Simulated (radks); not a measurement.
Question: All-electron calculation, scalar-relativistic Kohn-Sham, BLYP, spin-unpolarised, spherical densities, finite nucleus; Fermi nuclear charge, rms radius of each element as measured or else 0.836 A^(1/3) + 0.57 fm. Program: a radial shooting solver on a logarithmic mesh with Libxc functionals. Each species is in its NIST ground configuration. Rank Nb+, Ag+, Zr+, Cd+, Pd+, Ru+, Mo+, Rh+, Tc+ by mean radius of the outermost orbital (bohr), largest first.

Answer: Zr+ 3.42, Tc+ 3.04, Cd+ 2.65, Nb+ 2.08, Mo+ 1.91, Ru+ 1.65, Rh+ 1.55, Pd+ 1.47, Ag+ 1.39.
